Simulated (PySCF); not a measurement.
**A survey of 31P NMR shifts**

- PBE0/pcSseg-1 with gauge-including orbitals
- GFN2-xTB geometry
- code: PySCF 2.14
- gas phase, equivalent nuclei averaged, a single conformation, no relativistic terms

Shieldings were converted by a linear fit to measured shifts: 31P (scatter 18.1 ppm rms vs H3PO4, solution or neat liquid). A few per cent of atoms miss by over 2 rms, more outside the fitted compound classes.

(1) Give the 31P shifts of `CO/C=P/P`, `OCCC/P=P/C(F)(F)F`.

(2) Order these by 31P shift, lowest first.
A. CO/C=P\c1ccccc1C
B. C=CPc1cccc(F)c1
C. C=CC[P@@](=C)(C=C)CC
D. Fc1ccccc1P1CC1
E. Cc1ccccc1/P=C/F

## Answers

(1) 
```json
{"compound": "[CH3:1][O:2]/[CH:3]=[P:4]/[PH2:5]", "environment": "P4: phosphorus bonded to C, P", "δ (ppm)": "87.1"}
{"compound": "[CH3:1][O:2]/[CH:3]=[P:4]/[PH2:5]", "environment": "P5: phosphorus bonded to P, 2 H", "δ (ppm)": "-167.0"}
{"compound": "[OH:1][CH2:2][CH2:3][CH2:4]/[P:5]=[P:6]/[C:7]([F:8])([F:9])[F:10]", "environment": "P5: phosphorus bonded to C, P", "δ (ppm)": "531.4"}
{"compound": "[OH:1][CH2:2][CH2:3][CH2:4]/[P:5]=[P:6]/[C:7]([F:8])([F:9])[F:10]", "environment": "P6: phosphorus bonded to C, P", "δ (ppm)": "311.1"}
```

(2) D (-209.5 ppm, phosphorus bonded to 3 C, in a 3-membered ring), B (-22.4 ppm, phosphorus bonded to 2 C, H), C (8.5 ppm, phosphorus bonded to 4 C), A (121.6 ppm, phosphorus bonded to 2 C), E (172.3 ppm, phosphorus bonded to 2 C).
